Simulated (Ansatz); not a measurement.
Correlation energies of CH5NO2W (`[CH3][W]([NH2])(=[O])=[O]`) by basis set

```tsv
atom	x (Å)	y (Å)	z (Å)
C1	-1.021	0.872	-0.807
W2	-0.199	-0.498	0.582
N3	1.722	-0.534	0.327
O4	-0.633	0.095	2.123
O5	-0.924	-2.003	0.227
H6	-2.107	0.911	-0.689
H7	-0.617	1.873	-0.639
H8	-0.794	0.559	-1.830
H9	2.201	-1.250	-0.201
H10	2.371	-0.023	0.908
```

The species carries charge 0 and has multiplicity 1. Correlated methods include outer-core shells of W, which these sets cover unevenly. W: def2 effective core potential. The geometry is a stationary point of PBE0-D4/def2-TZVP. It is one conformer, not always the lowest. Frozen core, restricted reference, Ansatz.

```tsv
basis	HF (Eh)	MP2 corr.	CCSD corr.	(T)	CCSD(T) total
def2-SVP	-311.21793	-1.09553	?	-0.05100	?
def2-TZVPP	-311.56077	-1.39331	?	?	?
def2-QZVPP	-311.57328	?	–	–	–
```

(1) Fill in the withheld values. (An estimate is asked.)

## Answers

(1) Computed: def2-SVP CCSD corr.: -1.05859; def2-SVP CCSD(T) total: -312.32752; def2-TZVPP CCSD corr.: -1.34502; def2-TZVPP (T): -0.07545; def2-TZVPP CCSD(T) total: -312.98124; def2-QZVPP MP2 corr.: -1.51503.
